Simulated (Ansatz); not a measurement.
Calculated with Ansatz (gas phase, PBE0-D4/def2-TZVP geometries, no zero-point term in ΔE). CBS: MP2 limit from def2 TZ/QZ plus the TZ coupled-cluster correction, frozen cores. This one scheme is used for every species. Functionals use def2-TZVPP. For Ge outer-core shells are correlated without core-valence functions, which leaves a few kJ/mol of doubt a bond. Scalar relativity is left out up to krypton. Each species was taken in one conformer, which may not be the lowest.

Reaction (redistribution): `O[SiH2][CH2][GeH2][OH]` + `[SiH3]BCl` → `[OH][GeH2][CH2][SiH3]` + `OB([SiH3])Cl`

`O[SiH2][CH2][GeH2][OH]`:

```xyz
13

O    -1.383    0.637    1.563
Si    0.189    1.027    1.311
C     0.628    0.854   -0.506
Ge    0.295   -0.931   -1.184
O    -1.235   -1.409   -0.356
H    -1.654   -0.156    1.076
H     0.370    2.428    1.765
H     1.122    0.151    2.078
H     1.688    1.084   -0.654
H     0.045    1.567   -1.096
H     0.050   -0.998   -2.705
H     1.389   -1.938   -0.779
H    -1.503   -2.316   -0.512
```

`[SiH3]BCl`:

Cartesian coordinates in Å:
```
Si -0.540 0.432 -0.522
B 0.714 -0.666 0.612
Cl 1.314 -0.080 2.135
H 0.095 0.668 -1.850
H -0.883 1.741 0.092
H -1.791 -0.343 -0.752
H 1.092 -1.752 0.287
```

`[OH][GeH2][CH2][SiH3]`:

Cartesian coordinates in Å:
```
O 1.747 -1.562 0.024
Ge 0.137 -1.323 0.753
C -0.293 0.584 0.747
Si -0.472 1.299 -0.969
H 1.780 -1.293 -0.897
H 0.291 -1.882 2.174
H -0.922 -2.112 -0.049
H 0.505 1.100 1.288
H -1.222 0.735 1.305
H -1.659 0.709 -1.644
H 0.729 0.968 -1.788
H -0.621 2.778 -0.945
```

`OB([SiH3])Cl`:

```xyz
8

O     0.498   -1.779   -0.130
B    -0.085   -0.691    0.399
Si    0.038    1.123   -0.489
Cl   -0.990   -0.847    1.922
H     0.368   -2.583    0.387
H     0.822    1.075   -1.751
H     0.683    2.084    0.447
H    -1.333    1.618   -0.786
```

```json
{"level": "PBE-D4", "ΔE (kJ/mol)": "-44.5"}
{"level": "HF/def2-TZVPP", "ΔE (kJ/mol)": "-32.5"}
```

**Question.** What does CCSD(T)/CBS give? (Estimate.)

**Answer.** Ansatz gave: -32.8 kJ/mol. The listed levels differ from it by -11.7, 0.3 kJ/mol.

Largest T1 diagnostic among the species: 0.014.

From PBE to PBE0 (25 % exact exchange), in def2-TZVPP and without D4, ΔE moves by +4.0 kJ/mol.
